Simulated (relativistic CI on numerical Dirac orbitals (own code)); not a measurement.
# What each ingredient does to the levels of Sn23+

Base calculation: Dirac-Coulomb-Breit CI, orbitals from a KLI potential per configuration, model QED (radiative potential, 1s self-energy scaled to tabulated hydrogen-like ionisation energies), unscaled Slater integrals.

CI space (outside the closed core [Ne]): 3s2.3p6.3d9, 3s2.3p5.3d10, 3s.3p6.3d10, 3s2.3p6.3d8.4s, 3s2.3p6.3d8.4p, 3s2.3p6.3d8.4d, 3s2.3p6.3d8.4f, 3s2.3p4.3d10.4s, 3s2.3p5.3d9.4s, 3s2.3p6.3d7.4s2, 3s2.3p4.3d10.4p, 3s2.3p5.3d9.4p, 3s2.3p6.3d7.4s.4p, 3s2.3p6.3d8.5s, 3s2.3p4.3d10.4d, 3s2.3p6.3d7.4p2. Levels of other configurations are missing.

The lowest level and the first level of each name with at least 55 % of one term (blank where a level has no safe partner in the second run):

```tsv
Level	Base (eV)	Shift (eV)
3s2.3p6.3d9 2D_5/2	0.000	0.000
3s2.3p6.3d9 2D_3/2	8.948	0.000
3s2.3p5.3d10 2P°_3/2	225.560	+0.165
3s2.3p5.3d10 2P°_1/2	269.809	+0.166
3s.3p6.3d10 2S_1/2	396.451	+0.312
3s2.3p6.3d8.4s 4F_9/2	469.333	+1.762
3s2.3p6.3d8.4s 2F_7/2	471.051	+1.762
3s2.3p6.3d8.4s 4F_7/2	478.314	+1.762
3s2.3p6.3d8.4s 4F_5/2	478.540	+1.762
3s2.3p6.3d8.4s 4P_1/2	483.381	+1.762
3s2.3p6.3d8.4s 4P_3/2	486.094	+1.762
3s2.3p6.3d8.4s 2P_1/2	487.599	+1.762
3s2.3p6.3d8.4s 2G_9/2	487.980	+1.762
3s2.3p6.3d8.4s 2G_7/2	488.090	+1.762
```

At this charge energies of transitions that change n are usually good to better than 1 %, and those within a shell (Δn = 0) to a few per cent.

(1) One thing was changed in a second run, which moved the levels as shown. Which?
A. QED terms removed
B. P86 correlation estimate
C. Breit term removed
D. one mean potential for all configurations
E. configuration mixing switched off

## Answers

(1) B. P86 correlation estimate. A correlation estimate moves all levels of a configuration together before mixing; mixed levels move by a weighted share.

LS names give the leading component of a level, which can be under half, so a name can repeat, a term be missing and a line seem to break the LS rules.
